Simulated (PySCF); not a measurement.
## Spinor energies of Pt (platinum, neutral)

Start: [Xe] 4f14 5d9 6s1; 5d3/2 filled at m_j = -3/2, -1/2, +1/2, +3/2; 5d5/2 filled at m_j = -3/2, -1/2, +1/2, +3/2, +5/2; 6s1/2 filled at m_j = +1/2. Calculated with PySCF 2.14 in x2c-QZVPPall-2c: generalised Hartree-Fock with the X2C-1e Hamiltonian and a Gaussian nucleus; one run each with spin-orbit coupling (SO) switched off, then screened by Boettger's factors.

| spinor shell | electrons | ε, spin-free (eV) | ε, screened SO (eV) | weight of nominal j (screened SO) | rms radius, screened SO (bohr) |
| --- | --- | --- | --- | --- | --- |
| 1s1/2 | 2 | -78832.2 | -78803.6 | 1.000 | 0.0194 |
| 2s1/2 | 2 | -13999.2 | -13990.2 | 1.000 | 0.0782 |
| 2p1/2 | 2 | -12142.5 | -13386.3 | 1.000 | 0.0663 |
| 2p3/2 | 4 | -12142.5 | -11651.2 | 1.000 | 0.0741 |
| 3s1/2 | 2 | -3355.7 | -3352.9 | 1.000 | 0.200 |
| 3p1/2 | 2 | -2806.1 | -3082.4 | 1.000 | 0.191 |
| 3d3/2 | 4 | -2201.3 | -2250.0 | 1.000 | 0.182 |
| 3d5/2 | 6 | -2201.3 | -2166.7 | 1.000 | 0.186 |
| 4s1/2 | 2 | -756.89 | -756.03 | 1.000 | 0.441 |
| 4p1/2 | 2 | -573.51 | -640.16 | 1.000 | 0.447 |
| 4p3/2 | 4 | -573.51 | -546.56 | 1.000 | 0.481 |
| 4d3/2 | 4 | -346.03 | -356.54 | 1.000 | 0.496 |
| 4d5/2 | 6 | -346.03 | -338.45 | 1.000 | 0.507 |
| 5s1/2 | 2 | -119.92 | -119.78 | 1.000 | 1.03 |
| 4f5/2 | 6 | -91.321 | -93.109 | 0.999 | 0.561 |
| 4f7/2 | 8 | -91.321 | -89.363 | 1.000 | 0.567 |
| 5p1/2 | 2 | -69.469 | -81.177 | 0.999 | 1.12 |
| 5p3/2 | 4 | -69.469 | -64.734 | 0.999 | 1.22 |
| 5d3/2 | 4 | -11.314 | -12.410 | 0.950 | 1.77 |
| 5d5/2 | 5 | -11.314 | -10.532 | 0.954 | 1.88 |
| 6s1/2 | 1 | -7.903 | -7.917 | 0.972 | 3.31 |

Q: Where does 3p3/2 lie, and what is the 3p spin-orbit splitting (screened SO)?

A: At -2695.0 eV, 387.47 eV above 3p1/2.

```tsv
quantity	spin-free	screened SO
E (hartree)	-18399.81087	-18426.96947
M_J	3	3
⟨J²⟩	12.051	12.096
⟨L²⟩	6.048	6.249
⟨S²⟩	2.003	2.179
```

Each row is a mean over spinors that exchange with the open shell spreads, by up to 4.147 eV (5p3/2).

⟨J²⟩ departs a little from M_J(M_J + 1) because the unrestricted spinors polarise the closed shells.

Breit and QED terms are absent; they matter most for the inner s and p1/2 levels.

Densities and radii are taken from the X2C orbitals without a picture-change correction, which distorts them close to the nucleus.

Without spin-orbit coupling the j labels of p, d and f shells carry no meaning; the spin-free column gives the mean over the occupied spinors of each nl shell.
